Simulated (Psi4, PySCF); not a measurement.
Here is a job for PySCF.
```python
from pyscf import gto, scf, dft

mol = gto.Mole()
mol.atom = '''
    O     1.10060237    0.24623812   -0.40163761
    C     0.04080672    0.35782363    0.20588499
    H    -0.13643991    1.23632292    0.85189864
    C    -1.01342987   -0.57729769    0.14786655
    H    -1.92306138   -0.43095485    0.70132559
    H    -0.90957881   -1.45842865   -0.46263256
'''
mol.basis = '6-31g**'
mol.spin = 1
mol.verbose = 4
mol.build()

mf = dft.UKS(mol)
mf.xc = 'pbe'
mf.grids.atom_grid = (99, 590)
mf.grids.prune = None
mf.kernel()
```

Convert this to an input for Psi4.

Several could match; the one computed here: 
```
memory 2 GB

molecule mol {
0 2
O     1.100602    0.246238   -0.401638
C     0.040807    0.357824    0.205885
H    -0.136440    1.236323    0.851899
C    -1.013430   -0.577298    0.147867
H    -1.923061   -0.430955    0.701326
H    -0.909579   -1.458429   -0.462633
}

set {
  basis 6-31g**
  reference uks
  scf_type pk
  puream true
  d_convergence 1e-8
  dft_radial_points 99
  dft_spherical_points 590
}

energy('pbe')
print_variables()
```

Both were run: PySCF gave -152.984739 Eh and Psi4 -152.984739 Eh, 0.000 mEh apart.
